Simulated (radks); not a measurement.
Exchange energies: the exact (Fock) value of the Kohn-Sham orbitals and density-functional approximations, as 100 (|E| - |E exact|)/|E exact|, negative where the magnitude is too small. Species: Se+ [Ar] 3d10 4s2 4p3; Tl80+ 1s1; Eu+ [Xe] 4f7 6s1; Tc2+ [Kr] 4d5. Calculated with a radial shooting solver on a logarithmic mesh with Libxc functionals: non-relativistic Kohn-Sham, r2SCAN, spin-polarised, spherical densities, point nucleus; meta-GGA in the generalised Kohn-Sham scheme. Every spin shell is full or empty, so the densities are truly spherical. Functionals are evaluated on that one density, not self-consistently.

| functional | Se+ | Tl80+ | Eu+ | Tc2+ |
|---|---|---|---|---|
| exact (hartree) | -85.2570 | -25.3106 | -230.277 | -124.104 |
| LDA | -5.62 | -14.23 | -4.22 | -5.22 |
| B88 | +0.13 | -0.88 | +0.18 | 0.00 |
| PBE | -0.35 | -2.10 | -0.26 | -0.47 |
| PBEsol | -2.52 | -6.34 | -1.91 | -2.43 |
| OPTX | +0.89 | -0.61 | +1.67 | +1.04 |
| B86b | +0.13 | -1.15 | +0.13 | -0.02 |
| G96 | +0.38 | -0.41 | +0.54 | +0.30 |
| EV93 | +0.12 | +3.69 | -0.29 | -0.21 |
| revTPSS | -0.73 | 0.00 | -0.80 | -0.91 |
| r2SCAN | +0.03 | 0.00 | -0.04 | -0.08 |
